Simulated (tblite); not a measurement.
Species: C6H8NO (doublet state).
SMILES with atom numbers: `[CH2:1]=[C:2]=[CH:3][CH2:4][C:5](=[O:6])[N:7][CH3:8]` (hydrogens: H9, H10 on C1; H11 on C3; H12, H13 on C4; H14, H15, H16 on C8)

Computed geometry: GFN2-xTB, gas phase. This method treats the open shell by occupation alone, without spin polarisation.

Q: What internal coordinates does the optimisation give?

A: 
```json
{"bond": "C1=C2", "length (Å)": "1.289"}
{"bond": "C2=C3", "length (Å)": "1.310"}
{"bond": "C3–C4", "length (Å)": "1.463"}
{"bond": "C4–C5", "length (Å)": "1.665"}
{"bond": "C5=O6", "length (Å)": "1.206"}
{"bond": "C5–N7", "length (Å)": "1.269"}
{"bond": "N7–C8", "length (Å)": "1.409"}
{"bond": "C1–H9", "length (Å)": "1.079"}
{"bond": "C1–H10", "length (Å)": "1.079"}
{"bond": "C3–H11", "length (Å)": "1.082"}
{"bond": "C4–H12, C4–H13", "length (Å)": "1.088"}
{"bond": "C8–H14, C8–H15, C8–H16", "length (Å)": "1.095"}
```

Bonds in one row agree within 0.01 Å and their mean is given. A selection of angles:
```json
{"angle": "C1–C2–C3", "degrees": "178.5"}
{"angle": "C2–C3–C4", "degrees": "123.4"}
{"angle": "C3–C4–C5", "degrees": "110.7"}
{"angle": "C4–C5–O6", "degrees": "116.3"}
{"angle": "C4–C5–N7", "degrees": "110.8"}
{"angle": "O6–C5–N7", "degrees": "133.0"}
{"angle": "C5–N7–C8", "degrees": "132.9"}
```

Dihedral angles: C2–C3–C4–C5 97° (anticlinal); C3–C4–C5–O6 5° (synperiplanar); C4–C5–N7–C8 -2° (synperiplanar). The mirror-image conformer, all signs reversed, is as good.

The C–N distances run from 1.269 Å (C5–N7, drawn single in one of several resonance forms) to 1.409 Å (N7–C8, drawn single), a spread of 0.140 Å. The C–C distances run from 1.289 Å (C1=C2, drawn double) to 1.665 Å (C4–C5, drawn single), a spread of 0.376 Å. Of the pairs four or more bonds apart, C8···H12 is among the closest relative to their van der Waals radii: 2.69 Å, 93 % of the sum of Bondi's values. N7 (nitrogen bonded to 2 C) is bent (angle 132.9°). C5 (carbon bonded to C, N and O) is planar (angles 133.0°, 116.3° and 110.8°, sum 360.0°, 0.00 Å off the plane of its three neighbours). C3 (carbon bonded to 2 C and H) is planar (angles 123.4°, 119.3° and 117.1°, sum 359.8°, 0.03 Å off the plane of its three neighbours). C1 (carbon bonded to C and 2 H) is planar (angles 122.5°, 121.2° and 116.3°, sum 360.0°, 0.00 Å off the plane of its three neighbours).

Point group: C1 (no symmetry element, even within 0.4 Å). Its lowest GFN2-xTB frequency is 7 cm⁻¹, too small to tell a flat minimum from a shallow saddle.
